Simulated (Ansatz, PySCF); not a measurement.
Gas-phase reaction (SMILES): F[SiH2][SiH](F)F → F[SiH2] + F[SiH]F; the Si-Si bond at the site shown breaks (other sites are not compared here).

Structures are relaxed separately at B3LYP-D3(BJ)/def2-TZVP in Ansatz (an electronic-structure program), one conformer each, not searched for the lowest. Correlated levels leave the core frozen unless marked. Open shells are spin-unrestricted. Spin-orbit coupling is left out. No relativistic terms. Basis-set limits of correlation are two-point, X^-3; Hartree-Fock from the larger set. Thermal terms are rigid-rotor harmonic-oscillator values from B3LYP-D3(BJ) frequencies (Ansatz or PySCF) at 298.15 K and 1 atm. 1 Eh = 627.5095 kcal/mol. Electronic entropy comes from spin alone.

| species | E, CCSD(T)/CBS(aug-cc-pV(T+d)Z,aug-cc-pV(Q+d)Z) (Ansatz) (Eh) | E, PBE-D3(BJ)/def2-TZVPD (Ansatz + dftd3) (Eh) | H - E (Eh) | G - E (Eh) |
|---|---|---|---|---|
| F[SiH2][SiH](F)F | -879.51121 | -880.07701 | 0.04297 | 0.00270 |
| F[SiH2] | -390.05828 | -390.34184 | 0.02153 | -0.00685 |
| F[SiH]F | -489.32330 | -489.61558 | 0.01749 | -0.01342 |

Work out ΔE and ΔH, ΔG, ΔS and the equilibrium constant at 298.15 K at the first level, then ΔH at the second.


1. ΔE = [(-390.05828) + (-489.32330)] - [(-879.51121)] = 0.12963 Eh = 81.3 kcal/mol at CCSD(T)/CBS(aug-cc-pV(T+d)Z,aug-cc-pV(Q+d)Z).
2. The terms H - E add up to -0.00395 Eh, so ΔH = (0.12963 + (-0.00395))×627.5095 = 78.9 kcal/mol.
3. The terms G - E add up to -0.02297 Eh, so ΔG = 66.9 kcal/mol, and ΔS = (-0.00395 - (-0.02297))×627509.5/298.15 = 40.0 cal/(mol K).
4. log10 K = -ΔG/(RT ln 10) = -49.0, with RT ln 10 = 1.3642 kcal/mol.
5. With ΔH and ΔS taken as constant, ΔG changes sign near ΔH/ΔS = 1970 K, a rough figure that leaves out heat capacities.
6. At PBE-D3(BJ)/def2-TZVPD the same steps give ΔE = 75.0 and ΔH = 72.6 kcal/mol, a shift of -6.3 from the first level.
7. These values are not checked against measurement here, since the tables used lack a sound gas-phase enthalpy of formation for at least one species.
